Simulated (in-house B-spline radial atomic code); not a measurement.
**Solving the quasi-particle equation for 3d up of the manganese ion Mn²⁺**

Configuration [Ar] 3d5, highest spin, start PBE0; correlation leaves out the 5 deepest shells. Computed with a B-spline radial code for spherical atoms: all electrons, scalar-relativistic (spin-free one-electron X2C), finite nucleus, each spin shell either full or empty, empty states to l = 9 with an (l + 1/2)⁻⁴ tail; G0W0 by contour deformation at full frequency.

At the mean-field level ε = -28.265 eV the matrix elements are Σx = -40.398 eV, v_xc = -33.545 eV and Σc(ε) = 0.948 eV, and the slope of the correlation self-energy is dΣc/dω = -0.0728. The quasi-particle energy solves E = ε + Σx − v_xc + Σc(E).

Task: What does the linearised equation give?

Result: Z = 1/(1 − dΣc/dω) = 1/1.0728 = 0.9321. The first-order shift is Σx − v_xc + Σc(ε) = -40.398 − (-33.545) + (0.948) = -5.905 eV, so E ≈ ε + Z × shift = -28.265 + 0.9321 × (-5.905) = -33.769 eV.

Task: How does that compare with the full solution and with static screening?

Result: Solving the equation at full frequency dependence gives E = -33.707 eV, where Σc = 1.412 eV and the weight is 0.909; the linearised value is off by 63 meV. Leaving Z out would give -34.170 eV. Static COHSEX puts -1.143 eV in place of Σc and gives -36.261 eV, 2.55 eV deeper. The tabulated removal energy is 33.668 ± 0.012 eV (NIST, measured); the run leaves out spin-orbit coupling, Breit and QED terms.
